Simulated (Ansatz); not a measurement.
Isolated molecules relaxed with PBE0-D4/def2-TZVP in Ansatz; ΔE leaves out vibrations. CCSD(T)/CBS adds triple-zeta CCSD(T) − MP2 to the extrapolated MP2 energy (def2 sets, frozen cores). Functionals use def2-TZVPP. B3LYP here is the variant with VWN-RPA as its local correlation; programs differ in this. Each species was taken in one conformer, which may not be the lowest.

Reaction (ligand exchange at the Si–C bond): `C[SiH2]C(=S)S` + `FCS` → `C[SiH2]SCF` + `S=CS`

```json
{"level": "PBE-D4", "ΔE (kcal/mol)": "-12.4", "difference from CCSD(T)/CBS": "-0.3"}
{"level": "r2SCAN-D4", "ΔE (kcal/mol)": "-12.8", "difference from CCSD(T)/CBS": "-0.7"}
{"level": "PBE0-D4", "ΔE (kcal/mol)": "-12.8", "difference from CCSD(T)/CBS": "-0.7"}
{"level": "B3LYP-D4", "ΔE (kcal/mol)": "-12.1", "difference from CCSD(T)/CBS": "0.0"}
{"level": "ωB97X-V", "ΔE (kcal/mol)": "-12.9", "difference from CCSD(T)/CBS": "-0.8"}
{"level": "ωB97M-V", "ΔE (kcal/mol)": "-12.7", "difference from CCSD(T)/CBS": "-0.6"}
{"level": "B2PLYP", "ΔE (kcal/mol)": "-12.5", "difference from CCSD(T)/CBS": "-0.4"}
{"level": "PBE", "ΔE (kcal/mol)": "-12.8", "difference from CCSD(T)/CBS": "-0.7"}
{"level": "r2SCAN", "ΔE (kcal/mol)": "-13.0", "difference from CCSD(T)/CBS": "-0.9"}
{"level": "PBE0", "ΔE (kcal/mol)": "-13.2", "difference from CCSD(T)/CBS": "-1.1"}
{"level": "B3LYP", "ΔE (kcal/mol)": "-12.9", "difference from CCSD(T)/CBS": "-0.8"}
{"level": "HF/def2-TZVPP", "ΔE (kcal/mol)": "-13.9", "difference from CCSD(T)/CBS": "-1.8"}
{"level": "SCS-MP2/def2-TZVPP", "ΔE (kcal/mol)": "-12.0", "difference from CCSD(T)/CBS": "0.1"}
{"level": "CCSD/def2-TZVPP", "ΔE (kcal/mol)": "-12.3", "difference from CCSD(T)/CBS": "-0.2"}
{"level": "MP2/def2-QZVPP", "ΔE (kcal/mol)": "-12.0", "difference from CCSD(T)/CBS": "0.1"}
{"level": "CCSD/CBS(def2)", "ΔE (kcal/mol)": "-12.5", "difference from CCSD(T)/CBS": "-0.4"}
{"level": "CCSD(T)/CBS", "ΔE (kcal/mol)": "-12.1", "difference from CCSD(T)/CBS": "0"}
```

Largest T1 diagnostic among the species: 0.018.

In def2-TZVPP, CCSD(T) changes the Hartree–Fock value by +2.0 kcal/mol (the triples alone add +0.4 kcal/mol) and MP2 by +2.0 kcal/mol. The D4 term adds +0.8 kcal/mol with B3LYP and +0.4 kcal/mol with PBE0; it sums over pairs of atoms, weighted by their polarisabilities, and B3LYP, whose exchange is more repulsive, gets the larger term.
